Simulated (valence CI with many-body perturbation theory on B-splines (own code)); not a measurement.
## E1 transitions of La XLIII

Computed by relativistic CI+MBPT: five valence electrons over a frozen Dirac-Fock core [Ne], radial functions for each j: 9 s, 9 p, 8 d, 6 f, 3 g, 1 h, with the one-electron correlation potential Σ1, the two-electron term Σ2, the three-electron term Σ3, Breit, model QED; selected CI, second order for the rest (own B-spline code, finite nucleus).

No measured spectrum was set against this ion. As an estimate, large intervals hold to a few tenths of a per cent, small ones and those within an open d or f shell to about a per cent. Among the levels kept, up to 630 cm⁻¹ of a level comes from second order outside the variational space, and about a tenth of that is noise between levels of different J, which matters for small intervals.

Lines 51 to 100 of 207 in falling wavelength, among levels below 419.86 eV, chosen from the strongest by gf and those to the six lowest levels. Wavelengths and rates use the calculated energies. Electric multipoles are in the length gauge, E1 and E2 with the static RPA response of the core. Weak lines are less certain than strong ones. Lines between different terms over intervals too small for the method are left out, as are lines whose strength nearly cancels. The highest levels of a list are the least certain.

Levels are named by their leading jj configuration (3d3/2^4 stands for four electrons in 3d with j = 3/2), which in mixed levels can hold well under half, so a name can repeat and another be missing. Letters in brackets count levels of one name in rising energy.

```csv
λ vac (Å),Upper,Lower,A (s⁻¹),S (a.u.)
105.1,(3s 3p1/2^2 3p3/2 3d3/2) J=7/2,(3s^2 3p1/2 3p3/2 3d3/2) J=5/2 [a],1.33e+09,6.10e-03
104.6,(3s 3p1/2^2 3p3/2^2) J=1/2,(3s^2 3p1/2 3p3/2^2) J=1/2,1.38e+10,1.56e-02
104.2,(3s 3p1/2^2 3p3/2 3d5/2) J=3/2,(3s^2 3p1/2 3p3/2 3d3/2) J=1/2 [b],3.54e+08,7.91e-04
104.1,(3s 3p1/2^2 3p3/2^2) J=3/2,(3s^2 3p1/2 3p3/2^2) J=1/2,1.18e+07,2.63e-05
104.0,(3s 3p1/2^2 3p3/2 3d5/2) J=3/2,(3s^2 3p1/2 3p3/2 3d3/2) J=3/2 [b],3.33e+08,7.40e-04
103.9,(3s 3p1/2^2 3p3/2 3d5/2) J=5/2,(3s^2 3p1/2 3p3/2 3d3/2) J=5/2 [b],2.57e+09,8.53e-03
103.3,(3s 3p1/2^2 3p3/2^2) J=5/2,(3s^2 3p1/2 3p3/2^2) J=3/2,6.19e+09,2.02e-02
101.6,(3s 3p1/2^2 3p3/2 3d5/2) J=3/2,(3s^2 3p1/2 3p3/2 3d5/2) J=5/2 [a],8.24e+09,1.70e-02
101.6,(3s 3p1/2 3p3/2^3) J=5/2,(3s^2 3p3/2^3) J=3/2,6.99e+09,2.17e-02
101.5,(3s 3p1/2^2 3p3/2 3d5/2) J=5/2,(3s^2 3p1/2 3p3/2 3d5/2) J=3/2 [a],9.37e+09,2.90e-02
100.3,(3s 3p1/2^2 3p3/2 3d5/2) J=7/2,(3s^2 3p1/2 3p3/2 3d5/2) J=9/2,2.73e+09,1.09e-02
99.34,(3s 3p1/2^2 3p3/2 3d5/2) J=7/2,(3s^2 3p1/2 3p3/2 3d5/2) J=5/2 [a],1.30e+08,5.04e-04
98.78,(3s 3p1/2^2 3p3/2 3d5/2) J=3/2,(3s^2 3p1/2 3p3/2 3d3/2) J=5/2 [b],3.86e+09,7.35e-03
96.64,(3s 3p1/2^2 3p3/2 3d5/2) J=3/2,(3s^2 3p1/2 3p3/2 3d5/2) J=3/2 [a],4.54e+09,8.08e-03
96.03,(3s 3p1/2^2 3p3/2 3d3/2) J=3/2 [b],(3s^2 3p1/2 3p3/2 3d3/2) J=1/2 [a],2.17e+09,3.80e-03
95.66,(3s 3p1/2^2 3p3/2 3d3/2) J=3/2 [b],(3s^2 3p1/2 3p3/2 3d3/2) J=3/2 [a],1.75e+09,3.02e-03
95.42,(3s 3p1/2^2 3p3/2^2) J=3/2,(3s^2 3p1/2 3p3/2^2) J=5/2,1.53e+10,2.62e-02
94.73,(3s 3p1/2^2 3p3/2 3d3/2) J=3/2 [b],(3s^2 3p1/2 3p3/2 3d3/2) J=5/2 [a],9.07e+09,1.52e-02
93.32,(3s 3p1/2^2 3p3/2 3d5/2) J=7/2,(3s^2 3p1/2 3p3/2 3d5/2) J=7/2 [a],1.85e+09,5.93e-03
91.86,(3s 3p1/2^2 3p3/2 3d3/2) J=5/2 [b],(3s^2 3p1/2 3p3/2 3d3/2) J=7/2,1.81e+10,4.16e-02
90.90,(3s 3p1/2^2 3p3/2 3d3/2) J=5/2 [a],(3s 3p1/2^2 3p3/2^2) J=3/2,2.70e+09,6.01e-03
90.28,(3s 3p1/2 3p3/2^3) J=3/2 [b],(3s^2 3p3/2^3) J=3/2,1.12e+10,1.62e-02
90.27,(3s 3p1/2 3p3/2^3) J=1/2,(3s^2 3p3/2^3) J=3/2,1.08e+10,7.86e-03
89.89,(3s 3p1/2^2 3p3/2 3d3/2) J=3/2 [a],(3s 3p1/2^2 3p3/2^2) J=3/2,2.27e+09,3.26e-03
89.81,(3s 3p1/2^2 3p3/2^2) J=1/2,(3s^2 3p1/2 3p3/2^2) J=3/2,1.00e+07,7.16e-06
89.48,(3s 3p1/2^2 3p3/2 3d3/2) J=3/2 [a],(3s 3p1/2^2 3p3/2^2) J=1/2,1.73e+09,2.44e-03
89.40,(3s 3p1/2^2 3p3/2^2) J=3/2,(3s^2 3p1/2 3p3/2^2) J=3/2,6.53e+09,9.21e-03
89.36,(3s 3p1/2^2 3p3/2 3d3/2) J=1/2 [a],(3s 3p1/2^2 3p3/2^2) J=3/2,1.76e+09,1.24e-03
88.96,(3s 3p1/2^2 3p3/2 3d3/2) J=1/2 [a],(3s 3p1/2^2 3p3/2^2) J=1/2,1.57e+09,1.09e-03
87.19,(3s 3p1/2^2 3p3/2 3d3/2) J=5/2 [b],(3s^2 3p1/2 3p3/2 3d3/2) J=3/2 [a],1.91e+09,3.75e-03
85.99,(3s^2 3p1/2 3p3/2 3d3/2) J=3/2 [a],(3s^2 3p1/2 3p3/2^2) J=1/2,4.04e+08,5.08e-04
85.77,(3s 3p1/2^2 3p3/2 3d3/2) J=1/2 [b],(3s^2 3p1/2 3p3/2 3d3/2) J=1/2 [a],2.75e+09,1.71e-03
85.70,(3s^2 3p1/2 3p3/2 3d3/2) J=1/2 [a],(3s^2 3p1/2 3p3/2^2) J=1/2,3.27e+08,2.03e-04
85.47,(3s 3p1/2^2 3p3/2 3d3/2) J=1/2 [b],(3s^2 3p1/2 3p3/2 3d3/2) J=3/2 [a],1.67e+10,1.03e-02
83.67,(3s 3p1/2^2 3p3/2 3d5/2) J=7/2,(3s^2 3p1/2 3p3/2 3d3/2) J=7/2,4.27e+08,9.89e-04
81.48,(3s 3p1/2^2 3p3/2 3d5/2) J=3/2,(3s^2 3p1/2 3p3/2 3d3/2) J=1/2 [a],5.76e+08,6.15e-04
81.22,(3s 3p1/2^2 3p3/2 3d5/2) J=3/2,(3s^2 3p1/2 3p3/2 3d3/2) J=3/2 [a],8.87e+08,9.38e-04
80.65,(3s^2 3p1/2 3p3/2 3d3/2) J=5/2 [a],(3s^2 3p1/2 3p3/2^2) J=5/2,1.47e+09,2.29e-03
80.55,(3s 3p1/2^2 3p3/2 3d5/2) J=3/2,(3s^2 3p1/2 3p3/2 3d3/2) J=5/2 [a],1.58e+09,1.63e-03
80.16,(3s 3p1/2^2 3p3/2 3d3/2) J=3/2 [b],(3s 3p1/2^2 3p3/2^2) J=3/2,4.33e+09,4.40e-03
79.99,(3s^2 3p1/2 3p3/2 3d3/2) J=3/2 [a],(3s^2 3p1/2 3p3/2^2) J=5/2,3.40e+09,3.44e-03
79.96,(3s 3p1/2^2 3p3/2 3d3/2) J=5/2 [a],(3s 3p1/2^2 3p3/2^2) J=5/2,4.46e+09,6.76e-03
79.83,(3s 3p1/2^2 3p3/2 3d3/2) J=3/2 [b],(3s 3p1/2^2 3p3/2^2) J=1/2,1.15e+09,1.16e-03
79.18,(3s 3p1/2^2 3p3/2 3d3/2) J=3/2 [a],(3s 3p1/2^2 3p3/2^2) J=5/2,6.12e+09,5.99e-03
79.13,(3s 3p1/2^2 3p3/2 3d5/2) J=7/2,(3s^2 3p1/2 3p3/2 3d3/2) J=5/2 [a],2.14e+08,4.19e-04
77.31,(3s 3p1/2^2 3p3/2 3d3/2) J=7/2,(3s 3p1/2^2 3p3/2^2) J=5/2,9.74e+08,1.78e-03
76.42,(3s^2 3p1/2 3p3/2 3d3/2) J=7/2,(3s^2 3p1/2 3p3/2^2) J=5/2,6.38e+04,1.12e-07
76.30,(3s^2 3p1/2 3p3/2 3d3/2) J=5/2 [a],(3s^2 3p1/2 3p3/2^2) J=3/2,6.62e+07,8.70e-05
75.96,(3s^2 3p1/2^2 3d3/2) J=3/2,(3s^2 3p1/2^2 3p3/2) J=3/2,3.27e+09,2.83e-03
75.71,(3s^2 3p1/2 3p3/2 3d3/2) J=3/2 [a],(3s^2 3p1/2 3p3/2^2) J=3/2,2.52e+08,2.16e-04
```
